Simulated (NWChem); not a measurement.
**Total energies of AlCl**

```
Al
Cl 1 2.1469
```
Charge 0, spin multiplicity 1.

The numbers come from NWChem runs, not from measurements. Structure: optimised with PBE0/def2-SVP, a minimum by its harmonic frequencies.

Basis set: cc-pVDZ (36 functions).

```
method   total energy (Ha)
-------  -----------------
RHF             -701.48533
MP2             -701.66351
B2PLYP          -702.42370
PBE             -702.35884
B3LYP           -702.72190
M06-2X          -702.65083
CCSD(T)         -701.69205
```

Total energies of different functionals aren't comparable as a measure of quality: only differences taken within one method are. 

The correlated methods keep 10 core orbitals frozen. B3LYP has NWChem's definition, with VWN1-RPA local correlation. The structure started from a generated list of species. Coupled-cluster values serve here as a point of comparison, not as the truth.
